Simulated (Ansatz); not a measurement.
Isolated molecules relaxed with PBE0-D4/def2-TZVP in Ansatz; ΔE leaves out vibrations. CCSD(T)/CBS adds triple-zeta CCSD(T) − MP2 to the extrapolated MP2 energy (def2 sets, frozen cores). This one scheme is used for every species. Functionals use def2-TZVPP. For Mg outer-core shells are correlated without core-valence functions, which leaves a few kJ/mol of doubt a bond. Each species was taken in one conformer, which may not be the lowest.

Reaction (ligand exchange at a Mg–Cl bond): `[OH][Mg][Cl]` + `O[SiH3]` → `[OH][Mg][O][SiH3]` + HCl

```json
{"species": "`[OH][Mg][Cl]`", "LC-ωPBE energy (Eh)": "-736.03115"}
{"species": "`O[SiH3]`", "LC-ωPBE energy (Eh)": "-367.06716"}
{"species": "`[OH][Mg][O][SiH3]`", "LC-ωPBE energy (Eh)": "-642.38296"}
{"species": "HCl", "LC-ωPBE energy (Eh)": "-460.69673"}
```

(1) Work out ΔE.

Largest T1 diagnostic among the species: 0.011.

Answers

(1) ΔE = (-642.38296) + (-460.69673) − (-736.03115) − (-367.06716) = 0.01862 Eh = +48.9 kJ/mol. CCSD(T)/CBS gives +41.7 kJ/mol.

Leaving LDA and LC-ωPBE aside and taking each functional with its dispersion term where it has one, the values, not all of them listed here, spread over 9.9 kJ/mol, from BLYP-D4 to HSE06-D4. LDA lies −3.4 kJ/mol from PBE without D4. At CCSD(T), def2-SVP lies −4.8 kJ/mol from the extrapolated value and def2-TZVPP −0.4 kJ/mol.
